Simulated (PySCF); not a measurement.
## From a computed spectrum to the compound

A species of 4 atoms with charge 3 has these harmonic modes (PBE0, small Gaussian bases with core potentials, PySCF 2.14.0):

| cm⁻¹ | km/mol | symmetry |
| --- | --- | --- |
| 462 | 23.7 | a1 |
| 678 | 96.4 | b2 |
| 744 | 429.2 | b1 |
| 1654 | 162.7 | a1 |
| 3405 | 815.7 | a1 |
| 3418 | 571.9 | b2 |

Task: Which species is it, and in which structure?

Result: [Eu(H2O)]3+ (singlet in the valence; each metal's 4f electrons, 6 of them, lie in its core potential, out of spins and levels):
```xyz
4

Eu    0.0000    0.0000   -0.2406
O     0.0000    0.0000    1.9728
H     0.7792    0.0000    2.6019
H    -0.7792    0.0000    2.6019
```
Ideal gas at 298.15 K and 1 bar: S = 275.4 J/(mol K), Cp = 45.8 J/(mol K), H − H(0 K) = 11.2 kJ/mol (rigid rotor, harmonic modes, spin degeneracy alone, that of the 4f electrons in the core included). An lcecp potential fixes the number of 4f electrons, so in runs with it no electron can move into or out of that shell.
 The answer isn't unique; the calculation gave this one.
